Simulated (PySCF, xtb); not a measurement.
ClH6NSi3, SMILES Cl[SiH]1[SiH2]N[SiH2]1.

Harmonic wavenumbers (cm⁻¹) from GFN2-xTB in xtb at its own minimum, in rising order: 90, 102, 135, 311, 346, 371, 391, 397, 437, 528, 529, 534, 549, 607, 620, 665, 777, 813, 837, 860, 1159, 2120, 2165, 2172, 2196, 2201, 3476.

**Question.** What does PySCF with PBE0-D3(BJ)/def2-SVP give at its own minimum? (The exact figures need the calculation; the answer reports its results.)

**Answer.** 63, 126, 145, 334, 405, 410, 459, 466, 502, 576, 619, 686, 698, 705, 722, 770, 862, 891, 964, 996, 1129, 2201, 2204, 2208, 2213, 2238, 3622. Paired by order, the mean absolute difference is 72 cm⁻¹ and the zero-point energies are 36.3 and 38.9 kcal/mol.
